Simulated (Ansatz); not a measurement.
A nudged elastic band was laid between two geometries of GaH3 + H4Si (9 atoms, charge 0, multiplicity 1).

The calculation used Ansatz, RKS PBE/def2-SVP.

```yaml
movable_images: 5
climbing_image: yes
spring: 5.0 eV/Å²
optimiser: quadratic models (default)
start_path: straight line
force_threshold: 0.05 eV/Å
iteration_limit: 60
end_points: relaxed
```

Initial state:

```xyz
9
Properties=species:S:1:pos:R:3
Ga -0.035 0.264 0.135
H 0.447 1.141 1.359
H 1.047 -0.481 -0.757
H -1.536 0.314 -0.362
Si 0.147 -2.743 1.126
H -0.288 -3.210 -0.228
H 1.637 -2.736 1.271
H -0.497 -3.561 2.209
H -0.378 -1.323 1.360
```

Final state:

```xyz
9
Properties=species:S:1:pos:R:3
Ga -0.139 -0.487 -0.011
H 0.362 0.648 1.877
H 1.092 0.305 -0.618
H -1.564 0.204 -0.003
Si 0.091 -2.825 0.600
H -0.258 -3.670 -0.602
H 1.496 -3.188 1.013
H -0.838 -3.235 1.717
H 0.303 -0.086 2.139
```

Question: What changes between the two ends?

Answer: Bonds broken: Ga1–H2, Si5–H9. Bonds formed: Ga1–Si5, H2–H9. GaH3 + H4Si becomes GaH5Si + H2.

Question: Give the energies along the band, and the barrier.

Answer: The forces met the threshold. The highest image is number 3 of 0 to 6, 93.2 kJ/mol above the first end and 87.6 kJ/mol above the last; the last end lies 5.6 kJ/mol above the first. Another band between the same ends (5 images) ends at a top of the same energy, where a vibrational analysis finds 1 clearly imaginary mode. The orbitals stay closed-shell, which can raise the energy where a bond breaks towards radicals; this wasn't checked here.

```tsv
image	path coordinate (Å)	energy (kJ/mol)	Ga1–H2 (Å)	Si5–H9 (Å)	Ga1–Si5 (Å)
0	0.00	0.0	1.58	1.53	3.17
1	0.72	0.7	1.58	1.53	3.22
2	1.43	18.7	1.59	1.55	3.00
3	2.15	93.2	1.72	1.91	2.64
4	2.63	41.1	1.96	2.32	2.46
5	3.11	9.8	2.18	2.72	2.42
6	3.59	5.6	2.26	3.15	2.43
```

Question: What is the geometry of the highest image?

Answer: 
```xyz
9
Properties=species:S:1:pos:R:3
Ga -0.128 -0.111 0.030
H 0.211 0.387 1.643
H 1.184 0.102 -0.778
H -1.670 0.002 -0.144
Si 0.158 -2.586 0.914
H -0.234 -3.287 -0.363
H 1.565 -2.996 1.259
H -0.773 -3.062 1.998
H 0.232 -0.783 1.553
```

Time of the run: 40 s on 2 threads of Intel(R) Xeon(R) 6975P-C (Granite Rapids), with other jobs on the host, peak memory 0.16 GiB.
